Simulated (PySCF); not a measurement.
# A small calculation by hand: chemical shift, span and skew from a shielding tensor

GaHFCl, SMILES [GaH]([Cl])[F]. Atoms are numbered in the order given.

```xyz
4

Ga    -0.3679     0.4122     0.0000
H     -1.8360     0.9106     0.0000
F      0.9739     1.5601     0.0000
Cl     0.2633    -1.6312     0.0000
```
Charge 0, spin multiplicity 1.

Geometry: PBE-D3(BJ)/def2-TZVP.

GIAO shieldings from PBE0/pcSseg-2 (PySCF), non-relativistic, no solvent. The symmetric part of the tensor of F3 has the principal values 151.0, 359.7, 367.1 ppm. The same nucleus in CFCl3 has σ = 165.8 ppm at this level (PySCF, at its B3LYP-D3(BJ)/def2-TZVP geometry). Without spin–orbit terms, shifts of atoms bonded to Cl or Br come out too high.

Q: Work out the isotropic shielding, the ¹⁹F shift against CFCl3, the span and the skew.

A: 
σ(iso) = (σ11 + σ22 + σ33)/3 = 292.6 ppm. δ = σ(ref) − σ(iso) = 165.8 − (292.6) = -126.8 ppm.
Span Ω = σ33 − σ11 = 216.1 ppm. Skew κ = 3(σ(iso) − σ22)/Ω = -0.93. Tumbling in solution averages the tensor to δ; in a static solid the shielding alone would spread this spin-1/2 line over Ω.
